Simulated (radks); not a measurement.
The krypton ion Kr+, configuration [Ar] 3d9.5 4s2 4p5 5s0.5 (fractional occupations, a model configuration).

Method: Dirac Kohn-Sham, PBE, spin-unpolarised, spherical densities, point nucleus; open shells fill j = l - 1/2 first; computed with a radial shooting solver on a logarithmic mesh with Libxc functionals.

Energy parts (eV):
part                       energy
total                  -75873.181
kinetic                 77922.527
electron-nucleus      -182635.658
Hartree                 31444.914
exchange-correlation    -2604.964

Orbitals (lengths in bohr, moments of r in powers of bohr; r(90%) holds 90 % of the orbital's charge):
\begin{tabular}{lrrrr}
orbital & occ. & eigenvalue (eV) & r(90%) & small-component weight \\ \hline
1s1/2 & 2 & -14177.11 & 0.0742 & 1.71e-02 \\
2s1/2 & 2 & -1887.939 & 0.284 & 3.39e-03 \\
2p1/2 & 2 & -1708.377 & 0.257 & 3.39e-03 \\
2p3/2 & 4 & -1654.555 & 0.263 & 3.30e-03 \\
3s1/2 & 2 & -285.8644 & 0.784 & 8.38e-04 \\
3p1/2 & 2 & -222.4380 & 0.808 & 7.87e-04 \\
3p3/2 & 4 & -214.4224 & 0.823 & 7.65e-04 \\
3d3/2 & 4 & -104.0162 & 0.889 & 6.49e-04 \\
3d5/2 & 5.5 & -102.6800 & 0.895 & 6.43e-04 \\
4s1/2 & 2 & -37.9828 & 2.20 & 1.46e-04 \\
4p1/2 & 2 & -23.3918 & 2.60 & 1.11e-04 \\
4p3/2 & 3 & -22.5911 & 2.65 & 1.07e-04 \\
5s1/2 & 0.5 & -7.0040 & 6.32 & 2.09e-05 \\
\end{tabular}

The highest occupied level is 5s1/2 at -7.004 eV. Summed over all electrons, <r^2> = 39.71 bohr^2, which gives a Langevin (diamagnetic) susceptibility term of -31.4 x 10^-6 cm^3/mol. The density falls to 0.001 e/bohr^3 at r = 4.07 bohr.
